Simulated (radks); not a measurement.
All-electron atom: Er3+ in [Xe] 4f11. Method: Dirac Kohn-Sham, PBEsol, spin-unpolarised, spherical densities, finite nucleus; open shells fill j = l - 1/2 first; Fermi nuclear charge, rms radius 5.2516 fm; computed with a radial shooting solver on a logarithmic mesh with Libxc functionals.

Spin-orbit splittings of the eigenvalues, e(l+1/2) - e(l-1/2), with zeta = 2 splitting/(2l+1) and mean radii in bohr:

| shell | occ. | splitting (eV) | zeta (eV) | <r> j=l-1/2 | <r> j=l+1/2 |
|---|---|---|---|---|---|
| 2p | 6 | 916.2 | 610.8 | 0.07148 | 0.07876 |
| 3p | 6 | 192.4 | 128.3 | 0.2147 | 0.2284 |
| 3d | 10 | 42.06 | 16.82 | 0.2013 | 0.2056 |
| 4p | 6 | 43.47 | 28.98 | 0.5167 | 0.5481 |
| 4d | 10 | 7.921 | 3.168 | 0.5760 | 0.5870 |
| 4f | 11 | 1.157 | 0.3305 | 0.7606 | 0.7734 |
| 5p | 6 | 5.898 | 3.932 | 1.367 | 1.462 |
| 5d | 0 | 0.5335 | 0.2134 | 2.050 | 2.091 |
